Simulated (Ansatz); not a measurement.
**Reading a saddle point**

A first-order saddle point of CH$_{6}$BrGa, closed shell, PBE0-D4/def2-TZVP, with one imaginary mode of 653i cm⁻¹:

```xyz
9
angstrom
Ga -0.7011 -0.6059 -0.6829
Br 1.1081 0.9331 -1.9963
H -0.2249 -2.0536 -1.0018
H -2.0553 0.0856 -1.0179
H 0.7642 0.6495 -0.4648
C 0.2234 0.1993 0.9992
H 0.0751 1.2546 1.2347
H 1.2424 -0.1038 1.2454
H -0.4320 -0.3588 1.6845
```

Ansatz 0.2.0; basis: def2-TZVPP and def2-QZVPP; cores frozen in the correlated methods. Filled d shells of the heavier atoms are correlated. The def2 sets are not built for correlating such inner shells, so the correlated values are less sure here. Extrapolation: Hartree–Fock as exp(−7.88 √X), correlation as X^−2.97.

Q: Which contacts change along the imaginary mode, and what lies on either side? (Judge from chemistry; the calculation decides.)

A: The calculation gives: The step is GaH₂Br ([GaH2][Br]) + CH₄ → CH₅Ga ([CH3][GaH2]) + HBr (still joined by a long Ga–Br bond), with the molecules in contact on both sides. Shortening one way: Ga1–C6, Br2–H5; lengthening the same way: Ga1–Br2, H5–C6.
| pair | one side (Å) | saddle (Å) | other side (Å) |
| --- | --- | --- | --- |
| Ga1–C6 | 3.11 | 2.08 | 1.98 |
| Br2–H5 | 3.14 | 1.60 | 1.42 |
| Ga1–Br2 | 2.30 | 2.71 | 2.93 |
| H5–C6 | 1.09 | 1.62 | 3.12 |

Q: Which side is lower, and how far does the saddle lie above each? (To be estimated.)

A: The calculation gives: The side with Ga1–Br2, H5–C6 short is lower by 1.478 eV; the saddle lies 1.909 eV above it and 0.432 eV above the other (CCSD(T) at an estimated basis limit (MP2 extrapolated from triple and quadruple zeta, plus CCSD(T) − MP2 in triple zeta); electronic energies).

The T1 diagnostic stays at or below 0.011. The start structure is not quite a true minimum (one mode of 62i cm⁻¹). The end structure is not quite a true minimum (one mode of 38i cm⁻¹).

Labels in which every atom is bracketed show which atoms are joined, not bond orders.

For scale, one of the runs: CCSD(T)/def2-TZVPP, 211 basis functions, launched by `ansatz run in.yaml --threads 4 --pin off --events-out ev --progress --plain --max-ram 9574MiB`. Hardware: 4 CPU threads of an Arm Neoverse V2, shared host. Wall time 98 s; peak host memory 3 GiB.
